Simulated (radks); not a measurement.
Values are calculated unless marked as measured or tabulated.
Spherical quantum dot in the effective-mass picture: electrons in a parabolic well V = omega^2 r^2 / 2 with omega = 0.162, with a point charge +2 (a donor) at the centre, all in effective atomic units (hartree* = m*/eps^2 hartree, bohr* = eps/m* bohr), one dielectric constant everywhere. Level of theory: non-relativistic Kohn-Sham, exchange-only LDA, spin-polarised, spherical densities (a radial shooting solver with Libxc functionals). Levels are named by radial order and angular momentum (1s, 1p, 1d, 2s, ...), and open shells are averaged over m. Results are scaled to m* = 0.573 and eps = 15.3, for which hartree* = 66.61 meV and bohr* = 1.413 nm. At N = 30 the configuration is 1s2 1p6 1d10 2s2 1f(up 7, down 0) 2p(up 2, down 0) 3s(up 1, down 0). Does electron 31 go into 1f down or 2p up or 3s down?

Answer. Into 2p up. The total energies of the other choices lie higher by 0.826 meV (1f down), 1.24 meV (3s down).
